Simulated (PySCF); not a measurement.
# Vertical excitation energies

C3H6F2SSi2.
SMILES: `CC#C[Si@@H](F)S[SiH2]F`

The calculation used TDDFT CAM-B3LYP/def2-SVPD, vertical, gas phase, core orbitals frozen in the response in PySCF. Isolated species at its GFN2-xTB geometry (one conformer only). Torsions of this conformer, `[CH3:1][C:2]#[C:3][Si@@H:4]([F:5])[S:6][SiH2:7][F:8]`: C3–Si4–S6–Si7 -71°, Si4–S6–Si7–F8 174°.

Q: List the vertical singlet excitations with oscillator strengths and describe the spectrum.

A: 

```
state  E (eV)  E (hartree)       f  |μ| (D)  main configurations (H = HOMO, L = LUMO)
   S1    5.64       0.2071  0.0061     0.53                    H→L (62%), H-1→L (15%)
   S2    5.92       0.2174  0.0043     0.44                    H-1→L (44%), H→L (21%)
   S3    6.02       0.2211  0.0045     0.44   H→L+1 (31%), H-2→L+1 (27%), H-1→L (13%)
   S4    6.16       0.2262  0.0029     0.36   H-1→L+1 (29%), H-2→L (24%), H→L+2 (15%)
   S5    6.42       0.2361   0.018     0.85                   H→L+2 (56%), H-2→L (9%)
   S6    6.71       0.2466   0.059     1.52                H→L+1 (52%), H-2→L+1 (30%)
   S7    7.15       0.2629   0.022     0.90                               H→L+4 (65%)
   S8    7.37       0.2709  0.0058     0.45   H→L+3 (42%), H-2→L+3 (10%), H-3→L (10%)
```

Triplets, Tamm–Dancoff:

```
state  E (eV)  λ (nm)  main configurations (H = HOMO, L = LUMO)
   T1    4.90   253.2     H-2→L (26%), H-1→L+1 (23%), H→L (11%)
   T2    5.25   236.0     H→L (28%), H-1→L+1 (23%), H-1→L (18%)
   T3    5.31   233.5   H-1→L (19%), H→L+1 (16%), H-2→L+1 (16%)
```

The lowest singlet lies at 5.64 eV (220 nm, ultraviolet) and is weak; its leading configuration is HOMO→LUMO (62%). The most intense listed level is S6 at 6.71 eV (185 nm, f = 0.059), 1.08 eV above S1. Löwdin shares by element: HOMO sulfur 64%, carbon 15% or more, silicon 9% or more; LUMO carbon 26% or more, silicon 24% or more, sulfur 14% (atoms not listed hold the other 37%). Of the 8 states listed, 3 reach f = 0.01 and none stays under 0.0005. The listed states span 1.74 eV, and the widest gap between neighbours is 0.44 eV (S6 to S7). Orbital energies (eV): HOMO-3 -10.59, HOMO-2 -9.86, HOMO-1 -9.65, HOMO -8.95, LUMO 0.09, LUMO+1 0.60, LUMO+2 0.74. Singlets were solved by full linear response, triplets in the Tamm–Dancoff approximation.

On Intel Xeon at 2.50 GHz, one thread, shared host, this took 2.2 min wall (grids of density and orbitals included) and 1.1 GiB of memory at its peak.
